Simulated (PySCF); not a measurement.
ZrIH3, SMILES [ZrH3][I], multiplicity 1. Geometry optimised at PBE-D3(BJ)/def2-TZVP. The spin state was assumed, not searched. The structure was generated by enumeration; whether it is a known compound was not checked. The def2 effective core potentials stand for the cores of I, Zr; spin–orbit coupling is left out.

Method: PBE-D3(BJ)/def2-TZVP (PySCF).

Harmonic wavenumbers (cm⁻¹): 220, 305, 305, 526, 601, 601, 1653, 1653, 1687. Rotational constants (GHz): 54.23, 1.258, 1.258; symmetry number 3.

Task: Work out the zero-point energy and the ideal-gas rigid-rotor harmonic-oscillator thermochemistry at 298.15 K and 1 atm.

Result: ZPE = ½ Σ hcν = ½ × 7551 cm⁻¹ = 45.16 kJ/mol. H − E(el) = 60.04 kJ/mol. Entropy in J/(mol K): translation 176.08, rotation 98.52, vibration 26.13, total 300.72. G − E(el) = -29.62 kJ/mol. Cp = 68.89 J/(mol K).
